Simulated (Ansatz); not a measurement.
SnH₅ClO₂, closed shell: at the end structure of a reaction step.

Input (in.yaml):

```yaml
crystal:
  periodic: [false, false, false]
  atoms:
    - {symbol: Sn, position_ang: [-0.840181, 0.272576, -1.018649]}
    - {symbol: Cl, position_ang: [2.849445, -1.062510, 0.013270]}
    - {symbol: H, position_ang: [-0.622388, -1.029480, -2.085767]}
    - {symbol: H, position_ang: [-2.459877, 0.571293, -0.599204]}
    - {symbol: H, position_ang: [0.036850, 1.671487, -1.402698]}
    - {symbol: H, position_ang: [1.624420, -0.808830, 0.436490]}
    - {symbol: O, position_ang: [-0.008309, -0.454994, 0.679085]}
    - {symbol: O, position_ang: [-0.092201, 0.640497, 1.607640]}
    - {symbol: H, position_ang: [-0.487860, 0.200158, 2.369834]}
basis:
  gaussian: {orbitals: def2-TZVPP}
hamiltonian: {xc: {name: wB97M-V}}
```

Run by:

```bash
ansatz run in.yaml --threads 4 --pin off --events-out ev --progress --plain --max-ram 9574MiB
```

What Ansatz 0.2.0 printed:

```
Functional definition: wB97M-V
  name "wB97M-V"
  cite "Mardirossian & Head-Gordon, J. Chem. Phys. 144, 214110 (2016) doi:10.1063/1.4952647"
  cite "Becke, J. Chem. Phys. 107, 8554 (1997) doi:10.1063/1.475007"
  cite "Vydrov & Van Voorhis, J. Chem. Phys. 133, 244103 (2010) doi:10.1063/1.3521275"
  # Of w^i u^j: cxij and so on, Table III.
  parameter omega = 0.3/bohr
  parameter cx = 0.15
  parameter cx01 = 1.007
  parameter cx10 = 0.259
  parameter css00 = 0.443
  parameter css04 = -1.437
  parameter css10 = -4.535
  parameter css20 = -3.390
  parameter css43 = 4.278
  parameter cos00 = 1.000
  parameter cos10 = 1.358
  parameter cos20 = 2.924
  parameter cos21 = -8.812
  parameter cos60 = -1.390
  parameter cos61 = 9.142
  parameter b = 6.0
  parameter c = 0.01
  gx(w, u) = 1 - cx + cx01*u + cx10*w
  gss(w, u) = css00 + css04*u^4 + css10*w + css20*w^2 + css43*w^4*u^3
  gos(w, u) = cos00 + cos10*w + (cos20 + cos21*u)*w^2 + (cos60 + cos61*u)*w^6
  exchange = spin_sum(e_x_unif_sr(omega)*gx(b97_w, b97_u_x)) + cx*exact_x_sr(omega) + exact_x_lr(omega)
  correlation = spin_sum(e_c_pw_mod_same_spin*gss(b97_w, b97_u_same))
      + integral(e_c_pw_mod_opposite_spin*gos(b97_w_opposite, b97_u_opposite)) + vv10(b, c)
1339 factors; their error is unknown
284 factors; integrals over basis functions are off by at most 4.3e-5 eV
mean field evaluation 1: about -22523.3144 eV, gradient 3.6e1 eV
mean field evaluation 2: about -22524.0774 eV, gradient 3.3e1 eV
mean field evaluation 4: about -22525.7176 eV, gradient 2.5e0 eV
mean field evaluation 8: about -22525.7349 eV, gradient 3.1e-2 eV
mean field evaluation 16: about -22525.7945 eV, gradient 1.3e-4 eV
mean field -22525.79451090 eV, -827.8076797438 hartree, gradient 4.2e-5 eV, S^2 0.000000; 0 other end points of the search recorded, 0 dependent functions left out
reference -22525.79456996 eV, -827.8076819142 hartree; 30, 30 occupied and 194, 194 virtual orbitals, 1339 factors
Total energy: -22525.79456996 eV, -827.8076819142 hartree
```

The lines “mean field evaluation” count trial sets of orbitals through the whole run, from several starts and some on an approximate energy, so they need not fall steadily or lie above the final value.

Hardware: 4 CPU threads of an Intel Xeon Platinum 8375C, shared host. Wall time 4.7 s; peak host memory 0.6 GiB.
